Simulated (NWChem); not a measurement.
Species: CH3N2S, doublet; SMILES [NH]C(N)=S

```xyz
7

N      1.2733    -0.9109    -0.0421
C      0.0699    -0.4174     0.0450
N     -1.0124    -1.2228     0.0247
S     -0.0905     1.2954    -0.0063
H      1.9766    -0.2417     0.2768
H     -0.8580    -2.2127    -0.1234
H     -1.9160    -0.8316    -0.2002
```
Atoms are numbered in this order, from 1.

Computed with NWChem. Spin-unrestricted. The geometry was optimised at PBE0/def2-SVP, spin-unrestricted. No stability test was run on the SCF state. Total energies compare along this basis series because the functional is fixed.

```
level           basis functions  energy (Ha)  highest occupied level (eV)  lowest empty minus highest occupied level, either spin (eV)  dipole (D)  relative time
--------------  ---------------  -----------  ---------------------------  -----------------------------------------------------------  ----------  -------------
PBE/STO-3G                   27    -540.8280                        -1.67                                                         0.58        1.79              1
PBE/def2-SVP                 75    -546.9892                        -5.36                                                         0.62        2.21              4
PBE/def2-SVPD               111    -547.0117                        -5.78                                                         0.63        2.23             10
PBE/def2-TZVP               148    -547.2994                        -5.69                                                         0.68        2.18             20
PBE/def2-TZVPD              184    -547.3021                        -5.78                                                         0.68        2.15             30
PBE/def2-TZVPP              177    -547.3021                        -5.69                                                         0.68        2.18             20
```

Relative times are rough (shared machine, one core).
